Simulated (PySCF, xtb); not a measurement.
H₃NSTe. Atoms are numbered in the order given.

```xyz
6

Te     0.5169     0.0658    -0.1418
N      0.3860    -1.7460     0.7946
H      0.9166    -1.7919     1.6622
H      0.6083    -2.5319     0.1871
S     -1.8315     0.7378    -0.0743
H     -1.8032     1.3196     1.1494
```

The structure is a stationary point at B3LYP-D3(BJ)/def2-SVP. The def2 effective core potentials stand for the cores of Te; spin–orbit coupling is left out. Other conformers were not sampled.

The numbers are results of C-PCM-B3LYP/def2-SVP (PySCF), not measurements.

The values are the electrostatic part of the solvation free energy, E(continuum) − E(gas) at the gas-phase geometry, in a cavity of scaled van der Waals radii (PySCF's table); cavitation and dispersion terms are not included. In vacuum the orbital gap is 4.54 eV. The dipole moment in vacuum is 2.39 D.

```csv
solvent,ε,ΔG(elec) (kcal/mol),dipole (D),gap (eV)
water,78.36,-5.8,3.23,4.59
n-hexane,1.88,-2.5,2.72,4.56
toluene,2.37,-3.2,2.82,4.57
```

For comparison, GFN2-xTB/ALPB(water) (xtb, at the GFN2-xTB geometry, all terms of that model) gives -4.5 kcal/mol.
